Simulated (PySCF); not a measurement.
IrO2, SMILES [O]=[Ir]=[O] (connectivity only; charge and spin as stated), neutral, multiplicity 4. Atoms are numbered in the order given.

```xyz
3

Ir     0.0000     0.0000     0.1533
O      0.0000     1.4836    -0.7376
O      0.0000    -1.4836    -0.7376
```
Charge 0, spin multiplicity 4.

The structure is a stationary point at B3LYP-D3(BJ)/def2-TZVP. The multiplicity is an assumed one; other spin states were not compared. The def2 effective core potentials stand for the cores of Ir; spin–orbit coupling is left out.

Level of theory: TDA-B3LYP/def2-TZVPD in PySCF.

Vertical excitations. 

```
state    energy (eV)  λ (nm)      f                                                                        main pairs
-------  -----------  ------  -----  --------------------------------------------------------------------------------
root 1          0.74    1685  0.001                                                                  β HOMO→LUMO 98 %
root 2          1.12    1111  0.001                                                                β HOMO→LUMO+1 99 %
root 3          1.71     724  0.001                                                                  α HOMO→LUMO 98 %
root 4          2.40     517  0.000                                                                β HOMO−1→LUMO 92 %
root 5          2.42     512  0.000                                                                β HOMO→LUMO+2 93 %
root 6          2.47     501  0.005                                          α HOMO−1→LUMO 79 %, β HOMO−1→LUMO+1 13 %
root 7          2.73     455  0.000  α HOMO−2→LUMO 54 %, α HOMO−1→LUMO 17 %, β HOMO−1→LUMO+1 17 %, β HOMO→LUMO+3 12 %
root 8          2.83     438  0.001                       α HOMO−2→LUMO 6 %, β HOMO−1→LUMO+1 51 %, β HOMO→LUMO+3 32 %
root 9          3.23     384  0.000                                                              β HOMO−2→LUMO+1 97 %
root 10         3.33     373  0.000                                                                α HOMO−3→LUMO 98 %
```
Unrestricted roots are not spin-pure.
